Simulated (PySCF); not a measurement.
Write Cartesian coordinates for phenyl isocyanate (`O=C=Nc1ccccc1`) as optimised with PBE0-D3(BJ)/def2-TZVP.

```
atom  x, y, z in Å
O1     4.217    0.396    0.254
C2     3.131   -0.026    0.245
N3     2.065   -0.575    0.259
C4     0.717   -0.281    0.104
C5    -0.203   -1.318    0.215
C6    -1.555   -1.057    0.065
C7    -1.998    0.232   -0.195
C8    -1.076    1.264   -0.306
C9     0.277    1.015   -0.158
H10    0.155   -2.319    0.418
H11   -2.268   -1.869    0.153
H12   -3.056    0.432   -0.311
H13   -1.412    2.274   -0.509
H14    0.999    1.819   -0.243
```

Any rigid rotation of these coordinates is as good. Atoms count from 1 in this order. The 9 heavy atoms lie in one plane (0.000 Å rms). The 2 C–N bonds span 1.199 Å (C2=N3, drawn double) to 1.388 Å (N3–C4, drawn single), a spread of 0.189 Å. The 6-membered ring C4–C5–C6–C7–C8–C9 has internal angles of 119.6° to 120.5° (sum 720°, against 720° for a flat polygon); it is planar, 0.00 Å rms from its mean plane, widest ring torsion 0°. Of the pairs four or more bonds apart, C2···H14 is among the closest relative to their van der Waals radii: 2.86 Å, 99 % of the sum of Bondi's values.

Bonds between heavy atoms (Å): O1=C2 1.165, C2=N3 1.199, N3–C4 1.388, C4–C5 1.391, C5–C6 1.385, C6–C7 1.387, C7–C8 1.388, C8–C9 1.384, C4–C9 1.393.

Method used: PBE0-D3(BJ)/def2-TZVP geometry optimisation, gas phase (PySCF 2.14.0).

Point group: Cs (every atom within 0.08 Å of its image). Stationary, but not proved a minimum. The numbers are those of one conformer (C2–N3–C4–C5 180°).

On Intel Xeon at 2.50 GHz, 2 threads, shared host with 64 logical CPUs at a one-minute load of 64, this took 15 min wall, 25 min CPU and 1.9 GiB of memory at its peak. That covers the optimisation of the geometry.
